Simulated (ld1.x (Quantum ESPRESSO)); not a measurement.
# Reading a pseudo-wave (Li (Z = 3))

Columns: radius, all-electron u(r) and pseudo u(r) of the 2p shell (level -1.09 eV) of lithium in the configuration [He] 2s1 2p0; PBE, scalar-relativistic, TM scheme, ld1.x (Quantum ESPRESSO) 7.5.

| r (bohr) | all-electron | pseudo |
| --- | --- | --- |
| 0.165 | 0.0102 | 0.0050 |
| 0.330 | 0.0330 | 0.0195 |
| 0.495 | 0.0616 | 0.0426 |
| 0.660 | 0.0927 | 0.0723 |
| 0.825 | 0.1244 | 0.1066 |
| 0.990 | 0.1556 | 0.1429 |
| 1.155 | 0.1857 | 0.1792 |
| 1.320 | 0.2144 | 0.2134 |
| 1.485 | 0.2413 | 0.2446 |
| 1.650 | 0.2662 | 0.2721 |
| 1.815 | 0.2895 | 0.2963 |
| 1.980 | 0.3119 | 0.3176 |
| 2.145 | 0.3330 | 0.3366 |
| 2.310 | 0.3522 | 0.3541 |
| 2.475 | 0.3694 | 0.3701 |
| 2.640 | 0.3846 | 0.3847 |
| 2.805 | 0.3976 | 0.3976 |
| 2.970 | 0.4085 | 0.4085 |
| 3.135 | 0.4173 | 0.4173 |
| 3.300 | 0.4241 | 0.4241 |
| 3.465 | 0.4289 | 0.4289 |
| 3.630 | 0.4319 | 0.4319 |
| 3.795 | 0.4331 | 0.4331 |
| 3.960 | 0.4328 | 0.4328 |
| 4.125 | 0.4310 | 0.4310 |
| 4.290 | 0.4278 | 0.4278 |

(1) How many radial nodes do the two functions have?

(2) At about which radius was the pseudo-wave matched?

(3) Where does each function peak?

(4) Is the pseudo-wave norm-conserving?

## Answers

(1) The all-electron 2p function has n − l − 1 = 0; the pseudo-wave has 0.

(2) 3.04 bohr. The columns agree to 0.0005 from 2.64 bohr on; several derivatives are matched, so the curves merge somewhat inside the radius.

(3) Outermost all-electron maximum near 3.79 bohr, pseudo maximum near 3.79 bohr (to the table’s step).

(4) Yes: the TM scheme keeps the norm inside the radius equal to the all-electron one, which fixes the energy derivative of the logarithmic derivative at the level.
